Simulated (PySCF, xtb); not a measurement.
C₂H₇ClS₂Si, SMILES [SiH](SC)(SC)Cl.

GFN2-xTB run with xtb 6.7.1 at its own geometry gives an orbital gap of 4.07 eV and a dipole moment of 2.69 D.

Geometry: PBE-D3(BJ)/def2-SVP. One conformer was computed; it need not be the lowest.

Q: What does HF/def2-TZVP (PySCF) give? (Estimate from the structure and the level; the computed values follow.)

A: gap 12.99 eV (levels -10.00 and 3.00 eV), dipole 3.19 D.
